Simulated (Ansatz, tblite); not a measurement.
Cost and result up the ladder for `O=P(O)(O)CCCCc1ccc(-c2ccc(-c3cccs3)s2)s1` (40 atoms). The state is a singlet with charge 0. Geometry: r2SCAN-D4/def2-SVP.

```xyz
40

O     2.8419   -5.6917   -3.6073
P     3.1590   -4.6033   -2.6427
O     4.1397   -5.0529   -1.4190
O     3.9317   -3.3434   -3.3412
C     1.7987   -3.8292   -1.7492
C     2.1505   -3.0087   -0.5037
C     3.0188   -1.7812   -0.7668
C     3.2491   -0.9392    0.4978
C     1.9955   -0.4158    1.1253
C     1.4777   -0.6742    2.3779
C     0.2461   -0.0194    2.6357
C    -0.2002    0.7444    1.5677
C    -1.4082    1.5280    1.4749
C    -2.5507    1.4412    2.2616
C    -3.5534    2.3672    1.9018
C    -3.1994    3.1804    0.8320
C    -3.9777    4.2263    0.2112
C    -5.0871    4.8864    0.7233
C    -5.6189    5.8561   -0.1655
C    -4.9151    5.9420   -1.3465
S    -3.6052    4.8226   -1.3863
S    -1.5867    2.7956    0.2896
S     0.9299    0.6383    0.2395
H     4.6454   -5.8391   -1.6765
H     4.1902   -3.5982   -4.2407
H     1.2551   -3.2194   -2.4928
H     1.1308   -4.6668   -1.4829
H     2.6545   -3.6651    0.2277
H     1.2037   -2.6874   -0.0353
H     2.5482   -1.1529   -1.5465
H     3.9979   -2.0830   -1.1730
H     3.9269   -0.1023    0.2501
H     3.7708   -1.5468    1.2578
H     1.9892   -1.3180    3.0980
H    -0.2949   -0.0807    3.5820
H    -2.6622    0.6983    3.0541
H    -4.5317    2.4242    2.3834
H    -5.4826    4.6857    1.7214
H    -6.4854    6.4813    0.0602
H    -5.0922    6.6007   -2.1972
```

Ansatz on 2 threads of AMD EPYC 7R13 on a shared host and a share (18 GiB) of an NVIDIA H100 80GB HBM3; xTB runs through tblite on one thread. Times are rough, summed over both states, and most runs start from the orbitals of an earlier one. ωB97M-V/def2-TZVP serves as the yardstick here, not as an exact answer. The other state is a doublet.

The xTB rows come from tblite. Single mean-field runs in def2-TZVP are fitted with def2-universal-jkfit.

Raw xTB energies of ions are shifted by several eV.

| level | functions | vertical IE (eV) | difference from ωB97M-V/def2-TZVP (eV) |
| --- | --- | --- | --- |
| PBE-D4/def2-TZVP | 839 | 6.60 | -0.34 |
| PBE0-D4/def2-TZVP (with forces) | 839 | 6.76 | -0.17 |
| GFN2-xTB | 129 | 11.69 | 4.76 |
| GFN1-xTB | 146 | 12.39 | 5.46 |
| ωB97M-V/def2-TZVP (with forces) | 839 | 6.93 | 0.00 |

(1) Estimate how long each takes.

## Answers

(1) GFN2-xTB 0.25 s; GFN1-xTB 0.28 s; PBE-D4/def2-TZVP 25 s; PBE0-D4/def2-TZVP (with forces) 32 s; ωB97M-V/def2-TZVP (with forces) 55 s. On shared hardware such times vary by a factor of up to 3.
